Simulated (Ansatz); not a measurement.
Reaction (formal exchange of groups at a Zn–S bond): `O[CH2][Zn][SH]` + CH₄ → `[CH3][Zn][CH2]O` + H₂S

Program: Ansatz. Geometries: PBE0-D4/def2-TZVP. ΔE: electronic, gas phase. CCSD(T)/CBS adds triple-zeta CCSD(T) − MP2 to the extrapolated MP2 energy (def2 sets, frozen cores). This one scheme is used for every species. Functionals use def2-TZVPP. For Zn outer-core shells are correlated without core-valence functions, which leaves a few kJ/mol of doubt a bond. Scalar relativity is left out up to krypton. One conformer a species, not always the lowest.

Problem. Is it downhill or uphill in electronic energy at CCSD(T)/CBS, and by how much? (Best estimate.)

Solution. Ansatz gave: Uphill: ΔE = +124.3 kJ/mol.

Problem. What do these levels give: PBE-D4, r2SCAN-D4, ωB97X-V, ωB97M-V, r2SCAN, HF/def2-TZVPP, MP2/def2-TZVPP, SCS-MP2/def2-TZVPP, CCSD/def2-TZVPP, CCSD(T)/def2-TZVPP, HF/def2-QZVPP, MP2/def2-QZVPP? (An estimate is asked.)

Solution. Computed: PBE-D4 122.0, r2SCAN-D4 127.5, ωB97X-V 122.4, ωB97M-V 121.5, r2SCAN 127.5, HF/def2-TZVPP 140.3, MP2/def2-TZVPP 119.5, SCS-MP2/def2-TZVPP 119.9, CCSD/def2-TZVPP 119.9, CCSD(T)/def2-TZVPP 118.6, HF/def2-QZVPP 140.7, MP2/def2-QZVPP 122.9 kJ/mol.

Largest T1 diagnostic among the species: 0.014.

From PBE to PBE0 (25 % exact exchange), in def2-TZVPP and without D4, ΔE moves by +3.9 kJ/mol. In def2-TZVPP, CCSD(T) changes the Hartree–Fock value by −21.7 kJ/mol (the triples alone add −1.3 kJ/mol) and MP2 by −20.8 kJ/mol.
